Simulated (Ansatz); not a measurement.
Computed with Ansatz on PBE0-D4/def2-TZVP structures; ΔE is electronic, products minus reactants. CCSD(T)/CBS adds triple-zeta CCSD(T) − MP2 to the extrapolated MP2 energy (def2 sets, frozen cores). DFT in def2-TZVPP. For Ga outer-core shells are correlated without core-valence functions, which leaves a few kJ/mol of doubt a bond. Scalar relativity is left out up to krypton. Each species was taken in one conformer, which may not be the lowest.

Consider the isomerisation: `[NH2][Ga]([SiH3])[BH]F` → `N[SiH]([GaH2])BF`.

| level | ΔE (kJ/mol) |
| --- | --- |
| PBE-D4 | 16.3 |
| CCSD(T)/def2-TZVPP | 24.4 |

**Question.** What does CCSD(T)/CBS give? (An estimate is asked.)

**Answer.** Ansatz gave: +25.4 kJ/mol. The listed levels differ from it by -9.1, -1.0 kJ/mol.

**Question.** What do rigid-rotor, harmonic-oscillator terms from PBE0-D4/def2-TZVP frequencies (298.15 K, 1 bar) make of the CCSD(T)/CBS value? (Best estimate.)

**Answer.** Ansatz gave: ΔZPE = -4.2 kJ/mol, ΔH = +20.8 kJ/mol, ΔS = -11 J/(mol·K), ΔG = +24.1 kJ/mol. Modes under 50 cm⁻¹ make the entropy rough.

Largest T1 diagnostic among the species: 0.015.

At CCSD(T), def2-SVP lies +9.4 kJ/mol from the extrapolated value and def2-TZVPP −1.0 kJ/mol. The D4 term adds −3.3 kJ/mol with B3LYP and −1.7 kJ/mol with PBE0; it sums over pairs of atoms, weighted by their polarisabilities, and B3LYP, whose exchange is more repulsive, gets the larger term.

CCSD(T)/CBS has its own doubt, a few kJ/mol and more with outer-core shells, so smaller differences from it don't rank the levels.

B3LYP here is the variant with VWN-RPA as its local correlation; programs differ in this.
